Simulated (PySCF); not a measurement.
## Ionisation energy of W³⁹⁺ by level of theory

W³⁹⁺ [Ar] 3d10 4s2 4p5 [4p1/2^2 4p3/2^3, M_J = 3/2] → W⁴⁰⁺ [Ar] 3d10 4s2 4p4 [4p1/2^2 4p3/2^2, M_J = 2], as a difference of total energies. All numbers are calculated (PySCF 2.14, the two-component X2C-1e Hamiltonian, in an even-tempered Gaussian basis (16 s from 4.6 bohr⁻², ratio 2.8; 14 p from 5.9 bohr⁻², ratio 2.8; 8 d from 11 bohr⁻², ratio 2.8; 4 f from 29 bohr⁻², ratio 3)). Correlated levels: [Ne] frozen; the 78 highest virtual spinors dropped. "Screened" scales the spin-orbit matrix elements by Boettger's factors to mimic the two-electron term; Breit and QED terms are absent.

| method | ionisation energy (eV) |
| --- | --- |
| GHF (spin-free) | 1902.8 |
| GMP2 (spin-free) | 1904.1 |
| GHF (screened spin-orbit) | 1876.1 |
| GMP2 (screened spin-orbit) | 1877.5 |

Breit and QED terms and the two-electron picture change are absent.

The spin-free rows relax to the high-spin LS determinant and lack the spin-orbit shift.

The labels give the starting determinants; with spin-orbit coupling the two ends relaxed to ⟨J²⟩ = 3.75, ⟨L²⟩ = 2.07, ⟨S²⟩ = 0.82 and ⟨J²⟩ = 6.00, ⟨L²⟩ = 3.28, ⟨S²⟩ = 1.45.

For comparison: 1882.9 ± 2 eV (semi-empirical (NIST evaluation); NIST Atomic Spectra Database, ionization energies).
